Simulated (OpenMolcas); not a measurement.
# B-: the spin-orbit constant, worked from levels

* Program: OpenMolcas
* Basis: ANO-RCC-VTZP [4s3p2d1f]
* Scalar Hamiltonian: DKH2, point nucleus
* Active space: 4 electrons in 4 orbitals (2s 2p)
* State averaging: 2S+1 = 3 even, 3 roots; 2S+1 = 1 even, 6 roots; 2S+1 = 5 odd, 1 root; 2S+1 = 3 odd, 5 roots (0 in the spin-orbit step)
* Spin-orbit coupling: RASSI with atomic mean-field integrals over the reference wave functions, term energies averaged over their components

Methods: CASSCF; SS-CASPT2, IPEA 0.25 Eh, imaginary shift 0.1 Eh (closed shells correlated: 1s).

**The spin-orbit constant.** For the Hund term 3P of p2, E(J) = (A/2) J(J+1) + constant and ζ = 2S·A = 2A. From J = 0 to J = 2 the energy changes by 3 A.

```
   Source  E(2) - E(0)    A  ζ
   CASSCF          9.9  3.3  7
SS-CASPT2          9.9  3.3  7
```

All in cm-1. Both methods take the spin-orbit matrix elements from the reference wave functions, so the second can move ζ only through the term energies and any multistate remixing. Second-order mixing with other terms is absorbed into this ζ.

No diffuse functions were added, so excited terms of the anion can stand markedly too high. Without dynamic correlation excited terms often stand tens of per cent too high (terms of higher spin than the ground term too low), and those without a measured partner can miss by more than the paired ones (holds for CASSCF). Only configurations of the active space appear.
